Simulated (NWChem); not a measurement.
System: C5H6; SMILES C=C=CC=C

NWChem input:

```
start job
memory heap 200 mb stack 900 mb global 1100 mb
geometry units angstroms noautoz
  C      0.212941     2.521342     0.000000
  C     -0.153515     1.258890     0.000000
  C     -0.520005    -0.018212     0.000000
  C      0.404233    -1.149744     0.000000
  C      0.015307    -2.444529     0.000000
  H      0.373511     3.076691     0.941517
  H      0.373511     3.076691    -0.941517
  H     -1.602084    -0.251982     0.000000
  H      1.479242    -0.900644     0.000000
  H     -1.051576    -2.722276     0.000000
  H      0.749511    -3.263643     0.000000
end
basis spherical
  * library def2-svp
end
dft
  xc b3lyp
  iterations 150
  mulliken
end
task dft energy
```

Parts of the log:

```
             Northwest Computational Chemistry Package (NWChem) 7.3.0
             --------------------------------------------------------

 CS  symmetry detected

                             Geometry "geometry" -> ""
                             -------------------------

 Output coordinates in angstroms (scale by  1.889725989 to convert to a.u.)

  No.       Tag          Charge          X              Y              Z
 ---- ---------------- ---------- -------------- -------------- --------------
    1 C                    6.0000     0.21066362     2.52076398     0.00000000
    2 C                    6.0000    -0.15570745     1.25828733     0.00000000
    3 C                    6.0000    -0.52211154    -0.01883932     0.00000000
    4 C                    6.0000     0.40220258    -1.15030914     0.00000000
    5 C                    6.0000     0.01336368    -2.44512030     0.00000000
    6 H                    1.0000     0.37119626     3.07612378     0.94151700
    7 H                    1.0000     0.37119626     3.07612378    -0.94151700
    8 H                    1.0000    -1.60417481    -0.25268211     0.00000000
    9 H                    1.0000     1.47719482    -0.90113683     0.00000000
   10 H                    1.0000    -1.05350064    -2.72293907     0.00000000
   11 H                    1.0000     0.74762278    -3.26418491     0.00000000

 Effective nuclear repulsion energy (a.u.)     137.4665527420

      Symmetry information
      --------------------

 Group name             Cs
 Group number              2
 Group order               2
 No. of unique centers    10

                                 NWChem DFT Module
                                 -----------------

 Summary of "ao basis" -> "ao basis" (spherical)
 ------------------------------------------------------------------------------
       Tag                 Description            Shells   Functions and Types
 ---------------- ------------------------------  ------  ---------------------
 C                          def2-svp                 6       14   3s2p1d
 H                          def2-svp                 3        5   2s1p

      Symmetry analysis of basis
      --------------------------

        a'         71
        a"         29

            General Information
            -------------------
          SCF calculation type: DFT
          Wavefunction type:  closed shell.
          No. of atoms     :    11
          No. of electrons :    36
           Alpha electrons :    18
            Beta electrons :    18
          Charge           :     0
          Spin multiplicity:     1
          Use of symmetry is: on ; symmetry adaption is: on
          Maximum number of iterations: 150
          AO basis - number of functions:   100
                     number of shells:    48
          Convergence on energy requested:  1.00D-06
          Convergence on density requested:  1.00D-05
          Convergence on gradient requested:  5.00D-04

              XC Information
              --------------
                         B3LYP Method XC Potential
                     Hartree-Fock (Exact) Exchange  0.200
                        Slater Exchange Functional  0.800 local
                    Becke 1988 Exchange Functional  0.720 non-local
              Lee-Yang-Parr Correlation Functional  0.810
                  VWN I RPA Correlation Functional  0.190 local

             Grid Information
             ----------------
          Grid used for XC integration:  medium
          Radial quadrature: Mura-Knowles
          Angular quadrature: Lebedev.
          Tag              B.-S. Rad. Rad. Pts. Rad. Cut. Ang. Pts.
          ---              ---------- --------- --------- ---------
          C                   0.70       49          13.0       434
          H                   0.35       45          14.0       434
          Grid pruning is: on
          Number of quadrature shells:   470
          Spatial weights used:  Erf1

      Superposition of Atomic Density Guess
      -------------------------------------

 Sum of atomic energies:        -191.11972670

      Non-variational initial energy
      ------------------------------

 Total energy =    -194.157523
 1-e energy   =    -526.579577
 2-e energy   =     194.955501
 HOMO         =      -0.258778
 LUMO         =      -0.035002

      Symmetry analysis of molecular orbitals - initial
      -------------------------------------------------

  Numbering of irreducible representations:

     1 a'          2 a"

  Orbital symmetries:

     1 a'          2 a'          3 a'          4 a'          5 a'
     6 a'          7 a'          8 a'          9 a'         10 a'
    11 a'         12 a"         13 a'         14 a'         15 a'
    16 a"         17 a'         18 a"         19 a"         20 a'
    21 a"         22 a'         23 a'         24 a'         25 a'
    26 a'         27 a"         28 a'

     ---------------------------------------------
      Total Density - Mulliken Population Analysis
     ---------------------------------------------

    Atom       Charge   Shell Charges
 -----------   ------   -------------------------------------------------------
    1 C    6     6.33   1.99  0.96  0.31  1.99  1.06  0.03
    2 C    6     5.87   1.99  0.99  0.29  1.82  0.73  0.04
    3 C    6     6.21   1.99  0.96  0.26  1.98  0.98  0.04
    4 C    6     6.08   1.99  0.97  0.26  1.91  0.91  0.04
    5 C    6     6.23   1.99  0.97  0.28  1.98  0.99  0.02
    6 H    1     0.85   0.64  0.19  0.02
    7 H    1     0.85   0.64  0.19  0.02
    8 H    1     0.88   0.65  0.21  0.02
    9 H    1     0.91   0.67  0.22  0.02
   10 H    1     0.90   0.66  0.21  0.02
   11 H    1     0.89   0.66  0.20  0.03

   convergence    iter        energy       DeltaE   RMS-Dens  Diis-err
 ---------------- ----- ----------------- --------- --------- ---------
 d= 0,ls=0.0,diis     1   -193.8761623919 -3.31D+02  8.17D-03  3.35D-01
 d= 0,ls=0.0,diis     2   -193.9154268333 -3.93D-02  3.32D-03  3.87D-02
 d= 0,ls=0.0,diis     3   -193.9093339698  6.09D-03  2.33D-03  7.98D-02
 d= 0,ls=0.0,diis     4   -193.9208774987 -1.15D-02  3.13D-04  1.25D-03
 d= 0,ls=0.0,diis     5   -193.9210337936 -1.56D-04  1.01D-04  1.25D-04
  Resetting Diis
 d= 0,ls=0.0,diis     6   -193.9210499638 -1.62D-05  3.06D-05  1.29D-05
 d= 0,ls=0.0,diis     7   -193.9210516058 -1.64D-06  2.00D-05  1.15D-06
 d= 0,ls=0.0,diis     8   -193.9210513329  2.73D-07  1.24D-05  3.06D-06
 d= 0,ls=0.0,diis     9   -193.9210517664 -4.33D-07  1.54D-06  3.57D-08

         Total DFT energy =     -193.921051766378
      One electron energy =     -531.111004733399
           Coulomb energy =      228.904074993656
    Exchange-Corr. energy =      -29.180674768645
 Nuclear repulsion energy =      137.466552742010

 Numeric. integr. density =       35.999997791149

                  Occupations of the irreducible representations
                  ----------------------------------------------

                     irrep           alpha         beta
                     --------     --------     --------
                     a'               15.0         15.0
                     a"                3.0          3.0

                       DFT Final Molecular Orbital Analysis
                       ------------------------------------

 Vector   16  Occ=2.000000D+00  E=-3.261795D-01  Symmetry=a"
              MO Center= -2.7D-02, -5.2D-01, -8.9D-17, r^2= 2.9D+00
   Bfn.  Coefficient  Atom+Function         Bfn.  Coefficient  Atom+Function
  ----- ------------  ---------------      ----- ------------  ---------------
    48      0.340152   4 C  pz               34      0.332660   3 C  pz
    62      0.230874   5 C  pz               37      0.202304   3 C  pz
    51      0.197595   4 C  pz               20      0.183699   2 C  pz
    65      0.138053   5 C  pz                6     -0.099753   1 C  pz
    71     -0.099715   6 H  s                76      0.099715   7 H  s

 Vector   17  Occ=2.000000D+00  E=-2.755092D-01  Symmetry=a'
              MO Center= -1.2D-02,  1.7D+00, -1.9D-16, r^2= 2.2D+00
   Bfn.  Coefficient  Atom+Function         Bfn.  Coefficient  Atom+Function
  ----- ------------  ---------------      ----- ------------  ---------------
     4      0.408646   1 C  px               18      0.361376   2 C  px
     7      0.277352   1 C  px               21      0.216829   2 C  px
    81      0.147686   8 H  s                 5     -0.120321   1 C  py
    32     -0.111587   3 C  px               47     -0.104269   4 C  py
    19     -0.098647   2 C  py               82      0.093355   8 H  s

 Vector   18  Occ=2.000000D+00  E=-2.332460D-01  Symmetry=a"
              MO Center= -5.2D-02, -5.0D-01,  1.2D-16, r^2= 4.2D+00
   Bfn.  Coefficient  Atom+Function         Bfn.  Coefficient  Atom+Function
  ----- ------------  ---------------      ----- ------------  ---------------
    62     -0.347570   5 C  pz               20      0.326246   2 C  pz
    34      0.268855   3 C  pz               65     -0.264393   5 C  pz
    48     -0.234274   4 C  pz               23      0.230431   2 C  pz
    37      0.192504   3 C  pz               51     -0.166947   4 C  pz
    71     -0.116432   6 H  s                76      0.116432   7 H  s

 Vector   19  Occ=0.000000D+00  E=-3.281800D-02  Symmetry=a"
              MO Center= -6.4D-03, -3.8D-01, -4.2D-16, r^2= 4.9D+00
   Bfn.  Coefficient  Atom+Function         Bfn.  Coefficient  Atom+Function
  ----- ------------  ---------------      ----- ------------  ---------------
    65      0.446944   5 C  pz               20      0.379951   2 C  pz
    23      0.378272   2 C  pz               62      0.354231   5 C  pz
    51     -0.322694   4 C  pz               72     -0.271831   6 H  s
    77      0.271831   7 H  s                48     -0.263243   4 C  pz
    37     -0.253189   3 C  pz               34     -0.229726   3 C  pz

[...]
```

Level: B3LYP/def2-SVP. All runs use the structure optimised with PBE-D3(BJ)/def2-SVP.
